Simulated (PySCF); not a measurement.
GeH6N2O, SMILES [NH2][GeH]([NH2])[OH]. Atoms are numbered in the order given.

```xyz
10

Ge     0.0445     0.1292    -0.2292
N     -0.7921    -1.4362    -0.6650
N      1.4769    -0.3688     0.7794
O     -0.8139     1.2210     0.9070
H      0.2583     0.8890    -1.5635
H     -1.5598    -1.3731    -1.3296
H     -1.0732    -2.0048     0.1316
H      2.1535    -0.9729     0.3202
H      1.9530     0.3895     1.2617
H     -1.4374     1.8041     0.4560
```

Coordinates come from a B3LYP-D3(BJ)/def2-SVP optimisation. The structure was generated by enumeration, and PubChem lists no compound with its InChIKey, so it may never have been made. One conformer was computed; it need not be the lowest.

Method: PySCF with B3LYP/pcSseg-1.

GIAO shieldings, no solvent; atoms listed in one row are averaged. δ = σ(ref) − σ: ⁷³Ge against GeH4 (σ = 1631.8 ppm); ¹⁵N against NH3 (σ = 265.5 ppm); ¹⁷O against H2O (σ = 333.8 ppm); ¹H against TMS (σ = 31.68 ppm), references at their B3LYP-D3(BJ)/def2-TZVP geometries, non-relativistic.

Computed chemical shifts:
| nucleus | atoms | count | δ (ppm) |
|---|---|---|---|
| ⁷³Ge | Ge1 | 1 | 361.8 |
| ¹⁵N | N2 | 1 | 38.2 |
| ¹⁵N | N3 | 1 | 20.9 |
| ¹⁷O | O4 | 1 | 62.1 |
| ¹H | H5 | 1 | 6.08 |
| ¹H | H7 | 1 | 0.96 |
| ¹H | H10 | 1 | 0.96 |
| ¹H | H6 | 1 | 0.75 |
| ¹H | H9 | 1 | 0.54 |
| ¹H | H8 | 1 | 0.38 |
